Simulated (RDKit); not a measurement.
RDKit input (MMFF94):

```python
from rdkit import Chem
from rdkit.Chem import AllChem, rdDetermineBonds

mol = Chem.MolFromXYZFile('mol.xyz')
rdDetermineBonds.DetermineBonds(mol, charge=-1)
print('SMILES', Chem.MolToSmiles(Chem.RemoveHs(mol)))
ff = AllChem.MMFFGetMoleculeForceField(mol, AllChem.MMFFGetMoleculeProperties(mol))
e0 = ff.CalcEnergy()
flag = ff.Minimize(maxIts=5000, forceTol=1e-5)
print(f'energy {e0:.4f} -> {ff.CalcEnergy():.4f} kcal/mol, converged: {flag == 0}')
print(Chem.MolToXYZBlock(mol))
```
mol.xyz:
```
11

C     -1.91608611     0.12897384    -0.02406549
C     -0.50380251     0.39037886     0.45132899
C      0.44953672    -0.23011568    -0.25094355
C      1.93122570    -0.12686495     0.02827151
H     -1.99758564    -0.55324551    -0.90801092
H     -2.42411750     1.06593423    -0.29487500
H     -2.53012608    -0.30912531     0.77615479
H      0.21165144    -0.88898661    -1.12039148
H      2.08760298     0.53074106     0.88802795
H      2.49710396     0.28338008    -0.82412359
H      2.39022800    -1.10293036     0.25566948
```

Output:

```
SMILES C/[C-]=C/C
energy 44.3695 -> 3.8808 kcal/mol, converged: True
11

C     -1.969181    0.164603    0.014394
C     -0.591767   -0.201324   -0.318641
C      0.634163   -0.525465   -0.613062
C      1.842619   -0.049664    0.121659
H     -2.674660   -0.313221   -0.671783
H     -2.110005    1.247480   -0.052115
H     -2.218834   -0.149112    1.032300
H      0.804675   -1.191549   -1.454305
H      1.580522    0.614635    0.951394
H      2.503634    0.495266   -0.559098
H      2.394465   -0.903509    0.526300
```

The dipole moment of an ion depends on the origin.

The geometry given is a B3LYP-D3(BJ)/def2-TZVP minimum.
